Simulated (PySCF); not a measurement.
Computed shifts of a molecule C3H8FNSi, PBE/pcSseg-1 in PySCF, GIAO, gas phase, atoms alike by connectivity averaged where their shifts nearly agree, in ppm (number of nuclei): ¹³C: 149.4 (1), 140.0 (1), 35.2 (1). ²⁹Si: -20.6 (1). ¹⁹F: -185.9 (1). ¹⁵N: 58.1 (1). ¹H: 6.75 (2), 6.35 (1), 5.27 (1), 3.16 (3), 1.24 (1). References: ¹³C against TMS (σ = 182.0 ppm); ²⁹Si against TMS (σ = 335.4 ppm); ¹⁹F against CFCl3 (σ = 133.6 ppm); ¹⁵N against NH3 (σ = 267.0 ppm); ¹H against TMS (σ = 31.49 ppm), references at their B3LYP-D3(BJ)/def2-TZVP geometries, non-relativistic. The structure is a stationary point at ωB97X-D3(BJ)/def2-SVP. Other conformers were not sampled.

Q: Which structure fits?
(A) C=C[Si@H](F)NC
(B) F[SiH2][C@H]1CCN1
(C) C=CC[Si@H](N)F
(D) C/C=N/C[SiH2]F

A: A, C=C[Si@H](F)NC
